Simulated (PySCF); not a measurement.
# Two-component Hartree-Fock for Ba⁵¹⁺ (barium, charge +51)

Start: [He] 2s2 2p1; 2p3/2 filled at m_j = +3/2. Calculated with PySCF 2.14 in an even-tempered Gaussian basis (17 s from 31 bohr⁻², ratio 2.4; 12 p from 40 bohr⁻², ratio 2.4; 5 d from 130 bohr⁻², ratio 2.6; 4 f from 190 bohr⁻², ratio 2.6): generalised Hartree-Fock with the X2C-1e Hamiltonian and a Gaussian nucleus; one run each with spin-orbit coupling (SO) screened by Boettger's factors, then bare. This is a chosen level, not necessarily the ground level.

| spinor shell | electrons | ε, screened SO (eV) | ε, bare SO (eV) | weight of nominal j (bare SO) | rms radius, bare SO (bohr) |
| --- | --- | --- | --- | --- | --- |
| 1s1/2 | 2 | -42575.2 | -42575.4 | 1.000 | 0.0290 |
| 2s1/2 | 2 | -10161.6 | -10161.6 | 1.000 | 0.113 |
| 2p3/2 | 1 | -9605.3 | -9600.7 | 1.000 | 0.101 |

```csv
quantity,screened SO,bare SO
E (hartree),-4365.56692,-4365.39668
M_J,3/2,3/2
⟨J²⟩,3.750,3.750
⟨L²⟩,2.000,2.000
⟨S²⟩,0.750,0.750
```

Each row is a mean over spinors that exchange with the open shell spreads, by up to 46.957 eV (2s1/2).

Breit and QED terms are absent; they matter most for the inner s and p1/2 levels.

Densities and radii are taken from the X2C orbitals without a picture-change correction, which distorts them close to the nucleus.
